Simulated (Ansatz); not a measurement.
Ansatz (a program for electronic structure) input (PBE/LANL2DZ): The .json file is the Basis Set Exchange's LANL2DZ.

Ansatz 0.2 input:
```yaml
crystal:
  periodic: [false, false, false]
  atoms:
    - {symbol: Hg, position_ang: [-0.00000000, -0.00000000, -0.79628525]}
    - {symbol: Br, position_ang: [0.00000000, 0.00000000, 1.82008056]}
basis:
  gaussian:
    orbitals: LANL2DZ.json
hamiltonian:
  xc: {name: PBE}
magnetization: {spin_polarized: true, initial_magnetization: 1}
relax: {f_tol: 0.003, max_steps: 120}
```

Question: What final total energy does it give?

Answer: -56.14621 Eh.
